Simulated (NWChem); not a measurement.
All runs are NWChem calculations. System: trans-1,3,3,3-tetrafluoropropene (C₃H₂F₄), charge 0, spin multiplicity 1, at a geometry optimised with B3LYP/def2-SVP. Level: RHF/def2-SVP.

Input file:

```
start mol
memory heap 200 mb stack 900 mb global 1100 mb
geometry units angstroms nocenter noautoz noautosym
  F      2.852436    -0.034054     0.068871
  C      1.588503     0.313350    -0.139533
  C      0.572572    -0.451363     0.253352
  C     -0.849571    -0.061182     0.017795
  F     -1.488047    -0.973765    -0.736748
  F     -1.528917     0.029012     1.175326
  F     -0.956983     1.125951    -0.607463
  H      1.483132     1.271765    -0.655478
  H      0.741451    -1.400885     0.765921
end
basis spherical
  * library def2-svp
end
scf
  rhf
  nopen 0
  maxiter 100
  thresh 1e-7
  semidirect memsize 60000000 filesize 0
end
task scf energy
```

Part of the output:

```
             Northwest Computational Chemistry Package (NWChem) 7.3.0
             --------------------------------------------------------

                                NWChem Input Module
                                -------------------

 Scaling coordinates for geometry "geometry" by  1.889725989
 (inverse scale =  0.529177249)

                             Geometry "geometry" -> ""
                             -------------------------

 Output coordinates in angstroms (scale by  1.889725989 to convert to a.u.)

  No.       Tag          Charge          X              Y              Z
 ---- ---------------- ---------- -------------- -------------- --------------
    1 F                    9.0000     2.85243600    -0.03405400     0.06887100
    2 C                    6.0000     1.58850300     0.31335000    -0.13953300
    3 C                    6.0000     0.57257200    -0.45136300     0.25335200
    4 C                    6.0000    -0.84957100    -0.06118200     0.01779500
    5 F                    9.0000    -1.48804700    -0.97376500    -0.73674800
    6 F                    9.0000    -1.52891700     0.02901200     1.17532600
    7 F                    9.0000    -0.95698300     1.12595100    -0.60746300
    8 H                    1.0000     1.48313200     1.27176500    -0.65547800
    9 H                    1.0000     0.74145100    -1.40088500     0.76592100

 Effective nuclear repulsion energy (a.u.)     317.9944913561

            Nuclear Dipole moment (a.u.)
            ----------------------------
        X                 Y               Z
 ---------------- ---------------- ----------------
     0.0000151178     0.0000113384     0.0000018897


 Summary of "ao basis" -> "" (spherical)
 ------------------------------------------------------------------------------
       Tag                 Description            Shells   Functions and Types
 ---------------- ------------------------------  ------  ---------------------
 *                          def2-svp                  on all atoms

 Summary of "ao basis" -> "ao basis" (spherical)
 ------------------------------------------------------------------------------
[...]
     9     -0.170423  1 F  pz                19      0.170375  2 C  py
    36      0.152429  3 C  py

 Vector   29  Occ=0.000000D+00  E= 1.260936D-01
              MO Center=  1.1D+00,  3.1D-03,  1.8D-02, r^2= 2.3D+00
   Bfn.  Coefficient  Atom+Function         Bfn.  Coefficient  Atom+Function
  ----- ------------  ---------------      ----- ------------  ---------------
    23      0.644127  2 C  pz                37     -0.573442  3 C  pz
    20      0.384474  2 C  pz                22      0.345037  2 C  py
    36     -0.308574  3 C  py                34     -0.296726  3 C  pz
    19      0.206178  2 C  py                 9     -0.181900  1 F  pz
    33     -0.159161  3 C  py

 Vector   30  Occ=0.000000D+00  E= 1.954602D-01
              MO Center=  1.1D+00, -2.2D-01,  1.4D-01, r^2= 6.0D+00
   Bfn.  Coefficient  Atom+Function         Bfn.  Coefficient  Atom+Function
  ----- ------------  ---------------      ----- ------------  ---------------
   105      1.705209  9 H  s                100     -1.523352  8 H  s
    31     -1.323937  3 C  s                 17      0.981147  2 C  s
    36      0.566747  3 C  py                22      0.533964  2 C  py
    37     -0.304117  3 C  pz                23     -0.291496  2 C  pz
    21     -0.266020  2 C  px                19      0.164382  2 C  py

 Vector   31  Occ=0.000000D+00  E= 2.156118D-01
              MO Center=  1.1D+00,  2.0D-01, -8.8D-02, r^2= 6.4D+00
   Bfn.  Coefficient  Atom+Function         Bfn.  Coefficient  Atom+Function
  ----- ------------  ---------------      ----- ------------  ---------------
   100      1.951379  8 H  s                105      1.721639  9 H  s
    17     -1.654835  2 C  s                 36      1.032095  3 C  py
    22     -0.822865  2 C  py                31     -0.595825  3 C  s
    37     -0.558633  3 C  pz                23      0.448747  2 C  pz
    21      0.423461  2 C  px                35     -0.279298  3 C  px

 center of mass
 --------------
 x =  -0.05514363 y =   0.00455868 z =  -0.00347136

 moments of inertia (a.u.)
 ------------------
         339.615669286029         -31.165899334343           0.174296282811
         -31.165899334343        1248.779010135695           9.257264388843
           0.174296282811           9.257264388843        1262.079528874761

  Mulliken analysis of the total density
  --------------------------------------

    Atom       Charge   Shell Charges
 -----------   ------   -------------------------------------------------------
    1 F    9     9.30   1.99  1.13  0.80  3.34  2.04  0.01
    2 C    6     5.63   1.99  0.89  0.18  1.89  0.60  0.09
    3 C    6     6.31   1.99  0.88  0.32  2.07  1.01  0.04
    4 C    6     5.04   1.99  0.91 -0.06  1.75  0.26  0.20
    5 F    9     9.30   1.99  1.13  0.80  3.34  2.03  0.01
    6 F    9     9.30   1.99  1.13  0.80  3.34  2.03  0.01
    7 F    9     9.31   1.99  1.13  0.80  3.34  2.04  0.01
    8 H    1     0.91   0.75  0.13  0.03
    9 H    1     0.89   0.73  0.13  0.03

       Multipole analysis of the density wrt the origin
       ------------------------------------------------

     L   x y z        total         open         nuclear
     -   - - -        -----         ----         -------
     0   0 0 0     -0.000000      0.000000     56.000000

     1   1 0 0      0.498675      0.000000      0.000015
     1   0 1 0      0.089821      0.000000      0.000011
     1   0 0 1     -0.038607      0.000000      0.000002

     2   2 0 0    -32.171481      0.000000    523.603185
     2   1 1 0      0.879203      0.000000     16.660019
     2   1 0 1     -0.524083      0.000000     -0.929903
     2   0 2 0    -26.744774      0.000000     90.618231
     2   0 1 1     -1.348901      0.000000     -8.123387
     2   0 0 2    -28.573620      0.000000     79.283400

 Task  times  cpu:        3.8s     wall:        3.8s

 Total times  cpu:        3.9s     wall:        3.9s
```
